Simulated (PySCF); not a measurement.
## Shapes and spin states of RuN(OH)₂

Method: PBE0/[Ru def2-TZVP with ECP28, N def2-TZVP, O def2-TZVP, H def2-TZVP], scalar-relativistic core potentials, density fitting, no spin–orbit coupling, PySCF.

Relaxations began from a few typed shapes and spin states; open shells are unrestricted. The search is not exhaustive: other isomers or separated fragments can lie lower, and high-lying points may rest on an excited occupation.

Which is the lowest minimum found?
A. quartet Cs: O–H 0.960 Å, O–H 0.963 Å, Ru–N 1.638 Å, Ru–O 1.890 Å, Ru–O 1.904 Å; H–O–Ru 116.4°, H–O–Ru 119.6°, N–Ru–O 107.9°, N–Ru–O 111.3°, O–Ru–O 140.8°
B. doublet C2v: O–H 0.961 Å (×2), Ru–N 1.570 Å, Ru–O 1.884 Å (×2); H–O–Ru 120.5° (×2), N–Ru–O 121.2° (×2), O–Ru–O 117.7°
C. doublet Cs: O–H 0.961 Å (×2), Ru–N 1.566 Å, Ru–O 1.887 Å (×2); H–O–Ru 119.5°, H–O–Ru 121.2°, N–Ru–O 117.6°, N–Ru–O 122.8°, O–Ru–O 119.5°
D. quartet C2v: O–H 0.960 Å (×2), Ru–N 1.640 Å, Ru–O 1.893 Å (×2); H–O–Ru 119.3° (×2), N–Ru–O 111.8° (×2), O–Ru–O 136.5°

B. The others lie at 7.0 (doublet Cs), 98.8 (quartet C2v), 112.1 (quartet Cs) kJ/mol above it.

For the lowest minimum: with open d or f shells other occupations or spin states may lie lower.
